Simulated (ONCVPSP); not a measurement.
## Before and after: ONCV potential for Si

ONCVPSP 4.0.1 input, shortened (lines: element, Z, core and valence counts, functional; n l f; lmax; l rc ep ncon nbas qcut; lloc lpopt rc5 dvloc0; l nproj debl; icmod fcfact rcfact), PBE, scalar-relativistic:

```
  Si 14.00    3    1        4      upf
    1    0    2.00
    2    0    2.00
    2    1    6.00
    3    0    2.00
    2
    0    1.75    0.00    4    7    4.30
    1    1.75    0.11    4    7    4.20
    2    1.65    0.22    3    6    6.80
    4    4    1.35    0.00
    0    2    2.70
    1    2    1.50
    2    2    3.90
    3    5.75    1.60
```

In the p channel the program set the typed energies aside and used 0.050, 1.550 Ha. In the d channel the program set the typed energies aside and used 0.050, 3.950 Ha.

All-electron outer shells of the reference configuration (PBE, scalar-relativistic, ld1.x):

| shell | level (eV) | outermost node (bohr) | outermost maximum (bohr) |
| --- | --- | --- | --- |
| 2p | -116.91 | – | 0.39 |
| 3s | -28.54 | 0.71 | 1.69 |

Change: core correction Teter function fitted to the true core (icmod 2), fcfact 0.5.

Cutoffs: the cutoffs (Ha) at which the residual kinetic energy of the hardest occupied pseudo-wave falls to 1 and 0.1 mHa per electron; they do not see the model core or the augmentation charge, which bear on the density cutoff. Errors are all-electron minus pseudo energies relative to the spin-unpolarised reference configuration.

Problem. Predict the effect on cutoff, ghosts and configuration errors.

Solution. The potential gets neither clearly harder nor softer (8.2 Ha and 17 Ha → 8.2 Ha and 17 Ha); of the 4 tests that both files solve, the error grows in 3 and shrinks in 1 by more than 15 % and 0.3 meV (median size 35.6 → 40.7 meV); neither file shows a bound ghost. A model core, the more so a compact one, raises the density cutoff, which this test does not measure.

```csv
quantity,base,changed
"cutoff, loose",8.2 Ha,8.2 Ha
"cutoff, tight",17 Ha,17 Ha
bound ghosts,none,none
GHOST(+) flags under 300 eV,s at 144.7 eV,s at 144.7 eV
"error for 3s2 3p2, meV [ΔE -23.73 eV]",-41,+52
"error for 3s2 3p1, meV [ΔE -15.99 eV]",-15,+27
"error for 3s1, meV [ΔE 33.97 eV]",-102,+40
"error for 3s2 3p1.5, meV [ΔE -20.81 eV]",-30,+42
s: phases at 1.78 bohr within 0.05 rad from the reference energy up to (Ha; the scan ends near 5),3.4,3.4
p: phases at 1.78 bohr within 0.05 rad from the reference energy up to (Ha; the scan ends near 5),3.7,3.7
d: phases at 1.67 bohr within 0.05 rad from the reference energy up to (Ha; the scan ends near 5),to the end of the scan,to the end of the scan
"rms error of d²Exc/dni dnj with the model core, mHa",8.63,3.84
```
